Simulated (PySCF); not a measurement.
Structure elucidation problem

The spectra below were simulated for a compound C$_{4}$H$_{12}$Si$_{3}$.

1H NMR (400 MHz, computed): δ 6.64 (m, 1H), 6.64 (m, 1H), 6.34 (m, 1H), 5.15 (m, 1H), 4.73 (m, 2H), 4.34 (m, 2H), 1.49 (m, 1H), 1.43 (m, 3H).

13C{1H} NMR (computed): δ 145.7, 139.2, 21.6, 7.5.

[PySCF 2.14.0 with density-fitted response routines: GFN2-xTB structure; shielding tensors at PBE0/pcSseg-1 (GIAO); no solvent; equivalent nuclei averaged; single conformer; relativity neglected]

Referencing at the same level of theory: 1H (σ = 31.72 ppm), 13C (σ = 186.93 ppm) vs TMS.

Which of these isomers gave the spectra?
A. [SiH3]/C=C/[SiH2][SiH]1CC1
B. C=C[Si@H]1[SiH2][C@H](C)[SiH2]1
C. [SiH3]C([SiH3])([SiH3])C1=CC1
D. C=C[SiH2]/C([SiH3])=C\[SiH3]

## Answers

B. 

1. The formula gives 2 degrees of unsaturation (1 ring in the answer).
2. 4 carbon signals for 4 carbons: no two carbons are equivalent.
3. Carbon types of the structure: 2 × CH, 1 × CH2, 1 × CH3, leaving 5 H on heteroatoms.
4. δC 145.7: terminal =CH2 carbon; an sp2 carbon of a C=C bond.
5. δC 139.2: alkene CH; an sp2 carbon of a C=C bond.
6. δC 21.6: methyl carbon; saturated and bonded to C and H only.
7. δC 7.5: sp3 CH bonded to 2 Si; an electropositive neighbour leaves it electron-rich and shielded.
8. δH 6.64: hydrogen on an alkene CH; olefinic region.

The others: [SiH3]/C=C/[SiH2][SiH]1CC1 would give 3 carbon signals, not 4; C=C[SiH2]/C([SiH3])=C\[SiH3] would give 7 signals for carbon-bound and other non-exchanging H, not 8; [SiH3]C([SiH3])([SiH3])C1=CC1 would give 3 signals for carbon-bound and other non-exchanging H, not 8.

Shifts are as computed. Against solution values, carbons near 30 ppm lie about +3 ppm off and those near 130 ppm about +5 ppm. Of 1309 compounds with measured shifts, 239 miss one by over three times the rms of a fit or turn the order of signals round; such compounds aren't used in these exercises. No couplings were computed; multiplicities are counted from neighbouring protons, with m where these are inequivalent, close in shift, in a saturated or five-membered ring or joined by F or P, and br s for small geminal =CH2 splittings.
